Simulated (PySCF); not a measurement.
Stepwise substitution at one centre (Al SiH3-I). All species are isolated molecules in the gas phase. Strings in code marks are SMILES.

Level of theory: PySCF with PBE-D3(BJ)/def2-TZVP // B3LYP-D3(BJ)/def2-TZVP. 

| species | HOMO (eV) | LUMO (eV) |
|---|---|---|
| 0 of 3 SiH3 replaced by I (`[SiH3][Al]([SiH3])[SiH3]`) | -6.30 | -3.35 |
| 1 of 3 SiH3 replaced by I (`[SiH3][Al]([SiH3])[I]`) | -6.12 | -3.15 |
| 2 of 3 SiH3 replaced by I (`[SiH3][Al]([I])[I]`) | -6.61 | -2.91 |
| 3 of 3 SiH3 replaced by I (`[Al]([I])([I])[I]`) | -6.62 | -2.74 |
